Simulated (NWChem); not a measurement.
System: CHF2NOSi; SMILES N#CO[SiH](F)F

```xyz
7

N      0.1096    -2.9978    -0.1406
C     -0.1693    -1.8856     0.1207
O     -0.5078    -0.6760     0.4366
Si     0.0231     0.7414    -0.3409
F      1.4753     1.1195     0.2446
F     -1.0389     1.8546     0.1272
H      0.0608     0.5590    -1.8067
```
Atoms are numbered in this order, from 1.

STO-3G and 3-21G are far too small for this property and stand as cheap habits. Coordinates come from a PBE-D3(BJ)/def2-SVP optimisation.

### Question
List the 4 lowest vertical singlet excitations from PBE/3-21G, TDA (NWChem).

### Answer
```csv
state,energy (eV),oscillator strength,leading excitation (squared amplitude)
S1,6.74,0.001,HOMO → LUMO (0.97)
S2,7.02,0.004,HOMO−1 → LUMO (0.95)
S3,7.21,0.002,HOMO → LUMO+1 (0.98)
S4,7.52,0.005,HOMO−1 → LUMO+1 (0.44)
```
